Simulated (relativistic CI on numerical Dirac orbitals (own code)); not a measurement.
**Radial parameters of Dy⁴⁷⁺**

These numbers are calculated, not measured: Dirac-Coulomb-Breit CI, KLI orbitals optimised for each configuration, a model potential for QED, unscaled Slater integrals (own radial code, finite nucleus).

Slater integrals F^k, G^k are unscaled and averaged over j, outside the closed core [Ne]; ζ comes from projecting the Hamiltonian with its Breit term on Σ l·s of the shell.

- 3s2.3p6.3d: ζ(3d) = 144730 cm⁻¹; <r>(3d) = 0.1897, <r^2>(3d) = 0.0416 (bohr units).
- 3s2.3p5.3d2: ζ(3p) = 1.0561e+06, F^2(3d,3d) = 539900, F^4(3d,3d) = 349300, F^2(3p,3d) = 462680, G^1(3p,3d) = 485830, G^3(3p,3d) = 326640, ζ(3d) = 143420 cm⁻¹; <r>(3p) = 0.2139, <r^2>(3p) = 0.05296, <r>(3d) = 0.19, <r^2>(3d) = 0.04172 (bohr units).
- 3s.3p6.3d2: F^2(3d,3d) = 539530, F^4(3d,3d) = 349050, G^2(3s,3d) = 369070, ζ(3d) = 144070 cm⁻¹; <r>(3s) = 0.2187, <r^2>(3s) = 0.05462, <r>(3d) = 0.1901, <r^2>(3d) = 0.04178 (bohr units).

(1) Give the Racah parameters of the d shell in 3s2.3p5.3d2.

Averages of the first 10 configurations, taken without configuration mixing, which lowers the lowest level and can move excited configurations by several eV; other configurations of the list can lie among them:

```json
{"Configuration": "3s2.3p6.3d", "Parity": "even", "States": "10", "Average energy above the lowest level (eV)": "27.6"}
{"Configuration": "3s2.3p5.3d2", "Parity": "odd", "States": "270", "Average energy above the lowest level (eV)": "353.5"}
{"Configuration": "3s.3p6.3d2", "Parity": "even", "States": "90", "Average energy above the lowest level (eV)": "669.7"}
{"Configuration": "3s2.3p6.4s", "Parity": "even", "States": "2", "Average energy above the lowest level (eV)": "1602.5"}
{"Configuration": "3s2.3p6.4p", "Parity": "odd", "States": "6", "Average energy above the lowest level (eV)": "1721.9"}
{"Configuration": "3s2.3p6.4d", "Parity": "even", "States": "10", "Average energy above the lowest level (eV)": "1855.5"}
{"Configuration": "3s2.3p5.3d.4s", "Parity": "odd", "States": "120", "Average energy above the lowest level (eV)": "1918.8"}
{"Configuration": "3s2.3p6.4f", "Parity": "odd", "States": "14", "Average energy above the lowest level (eV)": "1954.5"}
{"Configuration": "3s2.3p5.3d.4p", "Parity": "even", "States": "360", "Average energy above the lowest level (eV)": "2038.5"}
{"Configuration": "3p6.3d3", "Parity": "even", "States": "120", "Average energy above the lowest level (eV)": "1322.1"}
```

Answers

(1) B = F²/49 − 5F⁴/441 = 7058 cm⁻¹ and C = 35F⁴/441 = 27722 cm⁻¹.
